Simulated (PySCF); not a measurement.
**Ionisation energy of Ar⁺ by level of theory**

Ar⁺ [Ne] 3s2 3p5 (2P) → Ar²⁺ [Ne] 3s2 3p4 (3P), as a difference of total energies. All numbers are calculated (PySCF 2.14, the spin-free X2C one-electron Hamiltonian (Gaussian nucleus), in ANO-RCC-VTZP (5s4p2d1f, 34 functions)). Correlated levels: valence and next inner shell: 1s2 frozen. The calculations carry no spin-orbit coupling.

```json
{"method": "UHF", "ionisation energy (eV)": "26.357", "plus first-order spin-orbit estimate": "26.350", "error of that sum (eV)": "-1.280"}
{"method": "MP2 (valence and next inner shell)", "ionisation energy (eV)": "27.347", "plus first-order spin-orbit estimate": "27.341", "error of that sum (eV)": "-0.289"}
{"method": "SCS-MP2 (valence and next inner shell)", "ionisation energy (eV)": "27.340", "plus first-order spin-orbit estimate": "27.333", "error of that sum (eV)": "-0.297"}
{"method": "CCSD (valence and next inner shell)", "ionisation energy (eV)": "27.312", "plus first-order spin-orbit estimate": "27.306", "error of that sum (eV)": "-0.324"}
{"method": "CCSD(T) (valence and next inner shell)", "ionisation energy (eV)": "27.348", "plus first-order spin-orbit estimate": "27.342", "error of that sum (eV)": "-0.288"}
```

Reference: 27.630 eV (measured; NIST Atomic Spectra Database, ionization energies).

A first-order spin-orbit estimate (lowest level to lowest level, LS coupling) adds -0.006 eV.

Errors of the correlated levels include the incompleteness of this basis and the frozen core.
